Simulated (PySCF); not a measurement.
Compound: C8H5F3.
Bonds: F1–C2, C2–F3, C2–F4, C2–C5, C5–C6, C6–C7 (aromatic), C7–C8 (aromatic), C8–C9 (aromatic), C9–C10 (aromatic), C10–C11 (aromatic), C5–C11, C6–C11 (aromatic). Hydrogens: H12 on C5; H13 on C7; H14 on C8; H15 on C9; H16 on C10.

Method: PBE0-D3(BJ)/def2-SVP geometry optimisation, gas phase (PySCF 2.14.0); density fitting, grid level 1; the optimiser is geomeTRIC in internal coordinates, started from a GFN2-xTB structure with every atom displaced at random (about 0.01 Å).

Step 0: E = -16496.3646 eV
```
atom  x, y, z in Å  |  force x, y, z in eV/Å
F1      3.3466   -0.8220   -0.5136   -1.176   0.856   0.378
C2      2.4887    0.1562   -0.0706    2.078   0.440  -0.667
F3      2.1170    0.8880   -1.1422    0.190  -0.617   0.804
F4      3.2713    0.9635    0.7130   -1.143  -0.768  -0.549
C5      1.3152   -0.4265    0.6638   -0.085   0.393   0.080
C6      0.0803   -0.7741   -0.0866    1.123   1.116   1.482
C7     -0.9319   -1.2373   -0.8472   -1.030   0.289  -0.312
C8     -2.0756   -0.4276   -0.7244   -0.864  -0.079  -0.045
C9     -2.1442    0.7012    0.1011    0.173  -0.450  -0.493
C10    -1.0513    1.1459    0.8544   -0.496   0.675   0.322
C11     0.0248    0.3373    0.7191    1.358  -1.669  -0.808
H12     1.6408   -1.0128    1.5349    0.037  -0.080  -0.020
H13    -0.9434   -2.0905   -1.4984    0.190  -0.592  -0.374
H14    -2.9893   -0.7072   -1.2719    0.256   0.073   0.054
H15    -3.0663    1.2504    0.1201   -0.617   0.394   0.064
H16    -1.1010    2.0528    1.4585    0.006   0.018   0.082
```

Step 1: E = -16496.5030 eV
```
atom  x, y, z in Å  |  force x, y, z in eV/Å
F1      3.3249   -0.8249   -0.5378    0.184   0.047  -0.138
C2      2.5704    0.1763   -0.0799   -0.407  -0.468   0.547
F3      2.3218    1.0047   -1.0803   -0.110   0.091  -0.103
F4      3.2718    0.8262    0.8522    0.299   0.208  -0.129
C5      1.3344   -0.3895    0.5935   -0.022   0.161   0.013
C6      0.0802   -0.7350   -0.1176    0.186  -0.191  -0.152
C7     -0.9812   -1.2401   -0.8361   -0.042   0.009  -0.098
C8     -2.1426   -0.4618   -0.6991   -0.051  -0.060   0.100
C9     -2.1813    0.6944    0.0953   -0.096   0.078  -0.032
C10    -1.0669    1.1651    0.8131   -0.011  -0.027   0.027
C11     0.0472    0.3645    0.6578    0.053   0.083  -0.082
H12     1.6614   -0.9926    1.4558   -0.057  -0.007   0.012
H13    -0.9622   -2.1362   -1.4605    0.039   0.009   0.012
H14    -3.0572   -0.7745   -1.2091    0.004   0.031  -0.042
H15    -3.1236    1.2471    0.1459    0.030   0.025   0.036
H16    -1.1154    2.0733    1.4165    0.000   0.011   0.029
```

**Question.** Estimate the geometry and energy of step 2. (The exact step hangs on the optimiser's Hessian estimate; all steps are aligned on step 1, rigid shifts and turns removed.)

**Answer.** E = -16496.5337 eV, largest force 0.272 eV/Å
```
atom  x, y, z in Å  |  force x, y, z in eV/Å
F1      3.3078   -0.8322   -0.5526   -0.039  -0.042   0.084
C2      2.5451    0.1558   -0.0730    0.123   0.036   0.143
F3      2.2230    0.9418   -1.0903   -0.155   0.129  -0.182
F4      3.3008    0.8717    0.7688   -0.020  -0.064  -0.013
C5      1.3320   -0.3936    0.6432    0.174   0.012   0.023
C6      0.0962   -0.7383   -0.1015   -0.015  -0.076   0.071
C7     -0.9557   -1.2290   -0.8455   -0.073   0.093   0.052
C8     -2.1209   -0.4511   -0.7086   -0.096  -0.029  -0.027
C9     -2.1815    0.6995    0.0960    0.149  -0.097  -0.064
C10    -1.0714    1.1558    0.8301    0.021   0.068   0.083
C11     0.0454    0.3564    0.6850   -0.051   0.013  -0.187
H12     1.6512   -0.9934    1.5105   -0.038  -0.025  -0.007
H13    -0.9248   -2.1164   -1.4812    0.003   0.009  -0.004
H14    -3.0227   -0.7498   -1.2492    0.000  -0.001  -0.019
H15    -3.1205    1.2574    0.1409    0.017  -0.010   0.014
H16    -1.1223    2.0624    1.4371    0.000  -0.015   0.035
```

The energy changes by -0.0307 eV. The first-order estimate −F·Δx gives -0.0599 eV and the mean of the old and new forces, exact on a quadratic surface, -0.0293 eV. The step makes an angle of 74° with the force vector and moves no atom by more than 0.118 Å.

What follows is the cost of the whole optimisation. Time: 7.0 min wall; peak memory 0.75 GiB. Hardware: Intel Xeon at 2.50 GHz, one thread, shared host with 64 logical CPUs at a one-minute load of 57.
